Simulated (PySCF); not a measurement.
Species: C₅H₇ClFO (doublet state).
Atom-mapped SMILES: `[F:1]/[CH:2]=[CH:3]/[CH2:4][O:5][CH2:6][CH:7][Cl:8]` (hydrogens: H9 on C2; H10 on C3; H11, H12 on C4; H13, H14 on C6; H15 on C7)

Structure used (GFN2-xTB), in Å, numbered top down from 1:
```xyz
15
C5H7ClFO angstrom
F     -3.260   -0.043    1.095
C     -2.143   -0.504    0.510
C     -1.526    0.168   -0.441
C     -0.283   -0.320   -1.124
O      0.762    0.627   -1.100
C      1.278    0.924    0.200
C      1.969   -0.208    0.859
Cl     3.487   -0.698    0.311
H     -1.853   -1.468    0.902
H     -1.900    1.131   -0.759
H     -0.487   -0.468   -2.189
H      0.042   -1.275   -0.688
H      0.464    1.270    0.852
H      1.974    1.747    0.010
H      1.472   -0.876    1.539
```

The hyperfine couplings belong to this conformer and change with its torsions.

Computed with UKS B3LYP, pcH-1 on C Cl F H O, non-relativistic, mean-field spin-orbit, GIAO (PySCF). Geometry: GFN2-xTB, one conformer, isolated molecule. The geometry wasn't refined by DFT: couplings that depend on bond lengths, twists or pyramidal angles can differ widely from those at the functional's own minimum. No stability test was run, so a lower SCF solution isn't excluded.

(1) Match the computed a_iso(13C) values +114.2, -17.5, +1.9, -0.6 MHz with the sites C3; C4; C6; C7.

Results:

(1) 
| site | a_iso (MHz) | ρ(0) (bohr⁻³) | position | distance from C7 (Å) | spin population | largest \|T\| (MHz) |
| --- | --- | --- | --- | --- | --- | --- |
| C3 | -0.6 | -0.0005 | 4 bonds from C7 | 3.75 | 0.00 | 0.6 |
| C4 | +1.9 | +0.0017 | 3 bonds from C7 | 3.00 | 0.00 | 1.3 |
| C6 | -17.5 | -0.0156 | 1 bond from C7 | 1.48 | -0.05 | 2.4 |
| C7 | +114.2 | +0.1010 | largest spin population | 0.00 | +0.92 | 156.6 |

ρ(0) is the spin density at the nucleus and T the dipolar tensor; a_iso includes a spin–orbit part; entries for several nuclei are means. Largest spin populations (Mulliken): C7 (+0.92) and Cl8 (+0.11). No atom but C7 exceeds +0.15. The angles at C7 add up to 358.7°, so it is planar; its axial dipolar tensor and the negative coupling of its proton fit spin in a p orbital normal to that plane.

Examples of negative spin density at the nucleus (bohr⁻³): C6 (-0.0156) and H15 (-0.0134).

Class means assume fast exchange of nuclei equivalent by connectivity; if that motion is slow, each nucleus keeps its own coupling. The 1H value of +20.7 MHz is a mean of couplings from 5.8 to 35.6 MHz in this one geometry, not an average over conformers.

On an Arm Neoverse N1 with one thread, shared host with 64 logical CPUs at a one-minute load of 45, this took 2.3 min of wall time (with the writing of density and orbital grids) and 0.96 GiB of memory at its peak.
